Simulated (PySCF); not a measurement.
## Bond curve of CsBi

Set-up: basis Cs def2-SVPD with ECP46, Bi def2-SVPD with ECP60; scalar-relativistic core potentials; PySCF 2.14. Energies in eV from Cs + Bi in their ground configurations at the same level. State: ³Σ⁻ (triplet), unpaired electrons π ↑↑.

Curves on a restricted Hartree–Fock reference rise too fast on stretching and do not dissociate correctly.

```csv
R (Å),ROHF-CCSD(T)
3.371,-0.4485
3.521,-0.6018
3.634,-0.6634
3.746,-0.6915
3.858,-0.6945
4.008,-0.6706
4.196,-0.6117
4.420,-0.5191
```

Put a parabola through the three lowest points of the ROHF-CCSD(T) curve and estimate Re, k and ωe (reduced mass 81.24 u; 1 eV/Å² = 0.16022 mdyn/Å; ωe = 1302.8·√(k/μ) cm⁻¹).

Through R = 3.746, 3.858, 4.008 Å the second-order coefficient is 0.710 eV/Å², so Re ≈ 3.821 Å, k ≈ 0.228 mdyn/Å and ωe ≈ 69 cm⁻¹. A polynomial fit of higher order to the unrounded ROHF-CCSD(T) energies gives Re = 3.817 Å, k = 0.262 mdyn/Å, ωe = 74.0 cm⁻¹; anharmonicity and rounding make the difference.

The higher-order fit for each curve: ROHF-CCSD(T): Re = 3.817 Å, ωe = 74.0 cm⁻¹, De = 0.70 eV.

Correlated steps freeze 4 core orbitals. Correlated levels converge slowly with the basis: in double zeta they bind strong bonds too weakly, by up to about 1 eV, and carry superposition errors of some tenths. These are scalar-relativistic numbers at best; spin–orbit coupling would shift them, the dissociation energy most. The state was picked by a PBE0 search and need not be the measured ground state.
